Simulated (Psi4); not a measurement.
CH₅ClGe, singlet, at a GFN2-xTB geometry; BLYP/6-31G, TDDFT in Psi4.

Here is a job for Psi4.
```
memory 2 GB

molecule {
0 1
  Ge   -0.01131636    0.51427717    0.20206591
  C    -1.93186059    0.07176919    0.19065899
  Cl    1.06026641   -1.13724461   -0.53396757
  H     0.32236233    1.69681593   -0.67864694
  H     0.51319086    0.81014704    1.58869769
  H    -2.11988347   -0.79928253    0.81420722
  H    -2.52941307    0.89785979    0.56400272
  H    -2.25749835   -0.15986647   -0.82087503
symmetry c1
}

set basis 6-31g
set puream true
set save_jk true
set tdscf_states [5]
set tdscf_tda false
set d_convergence 1e-8

energy('td-blyp')
print_variables()
```

Output, abridged:

```
   => Loading Basis Set <=

    Name: 6-31G
    Role: ORBITAL
    Keyword: BASIS

         ---------------------------------------------------------
                                   SCF
               by Justin Turney, Rob Parrish, Andy Simmonett
                          and Daniel G. A. Smith
                              RKS Reference
         ---------------------------------------------------------

  ==> Geometry <==

    Molecular point group: c1
    Full point group: C1

    Geometry (in Angstrom), charge = 0, multiplicity = 1:

       Center              X                  Y                   Z               Mass
    ------------   -----------------  -----------------  -----------------  -----------------
         GE          -0.066416426069     0.501779060409     0.201815827800    73.921177761000
         C           -1.986960656069     0.059271080409     0.190408907800    12.000000000000
         CL           1.005166343931    -1.149742719591    -0.534217652200    34.968852682000
         H            0.267262263931     1.684317820409    -0.678897022200     1.007825032230
         H            0.458090793931     0.797648930409     1.588447607800     1.007825032230
         H           -2.174983536069    -0.811780639591     0.813957137800     1.007825032230
         H           -2.584513136069     0.885361680409     0.563752637800     1.007825032230
         H           -2.312598416069    -0.172364579591    -0.821125112200     1.007825032230

  Running in c1 symmetry.

  Rotational constants: A =      0.36909  B =      0.11463  C =      0.09182 [cm^-1]
  Rotational constants: A =  11064.92264  B =   3436.43441  C =   2752.56030 [MHz]
  Nuclear repulsion =  273.485722819694331

  Charge       = 0
  Multiplicity = 1
  Electrons    = 60
  Nalpha       = 30
  Nbeta        = 30

  ==> Algorithm <==

  SCF Algorithm Type is DF.
  DIIS enabled.
  MOM disabled.
  Fractional occupation disabled.
  Guess Type is SAD.
  Energy threshold   = 1.00e-06
  Density threshold  = 1.00e-08
  Integral threshold = 1.00e-12

  ==> Primary Basis <==

  Basis Set: 6-31G
    Blend: 6-31G
    Number of shells: 33
    Number of basis functions: 59
    Number of Cartesian functions: 61
    Spherical Harmonics?: true
    Max angular momentum: 2

  ==> DFT Potential <==

   => LibXC <=

    Version 7.1.2
    S. Lehtola, C. Steigemann, M. J. T. Oliveira, and M. A. L. Marques,  SoftwareX 7, 1–5 (2018) (10.1016/j.softx.2017.11.002)

   => Composite Functional: BLYP <=

[...]
  @DF-RKS Final Energy: -2577.95709056594524
    Total Energy =                      -2577.9570905659452364
[...]
     4        A->A (1 A)       0.28504         7.75642        -2577.67205      0.0622          0.0734         -0.0000         -0.0000
     5        A->A (1 A)       0.30047         8.17612        -2577.65662      0.0034          0.0026          0.0000          0.0000

Contributing excitations and de-excitations
Only contributions with abs(coeff) > 1.00e-01 will be printed:

Excited State    1 (1 A):   0.24266 au   187.76 nm f = 0.0100
  Sums of squares: Xssq =  1.000457e+00; Yssq =  4.567509e-04; Xssq - Yssq =  1.000000e+00
     30a  ->  31a     0.995256 (99.053%)

Excited State    2 (1 A):   0.24501 au   185.96 nm f = 0.0113
  Sums of squares: Xssq =  1.000457e+00; Yssq =  4.566696e-04; Xssq - Yssq =  1.000000e+00
     29a  ->  31a    -0.997114 (99.424%)

Excited State    3 (1 A):   0.27687 au   164.57 nm f = 0.0025
  Sums of squares: Xssq =  1.000125e+00; Yssq =  1.248820e-04; Xssq - Yssq =  1.000000e+00
     29a  ->  32a    -0.996375 (99.276%)

Excited State    4 (1 A):   0.28504 au   159.85 nm f = 0.0622
  Sums of squares: Xssq =  1.001314e+00; Yssq =  1.314395e-03; Xssq - Yssq =  1.000000e+00
     26a  ->  31a     0.198090 ( 3.924%)
     28a  ->  31a     0.106837 ( 1.141%)
     28a  ->  32a     0.180393 ( 3.254%)
     30a  ->  32a    -0.948488 (89.963%)

Excited State    5 (1 A):   0.30047 au   151.64 nm f = 0.0034
  Sums of squares: Xssq =  1.000481e+00; Yssq =  4.814837e-04; Xssq - Yssq =  1.000000e+00
     26a  ->  31a     0.237975 ( 5.663%)
     28a  ->  31a    -0.962246 (92.592%)

******************************************************************************************
**********                               WARNING                                **********
**********       The names of excited state variables changed between 1.5       **********
**********     and 1.6. For a quick solution, remove the symmetry specifier     **********
**********   from the variable name. For full details, see 'Notes on Psivars'   **********
**********                        in the documentation.                         **********
******************************************************************************************

  Variable Map:
  ----------------------------------------------------------------------------
[...]
  Array Variable Map:
  ----------------------------------------------------------------------------
[...]
[...]
```
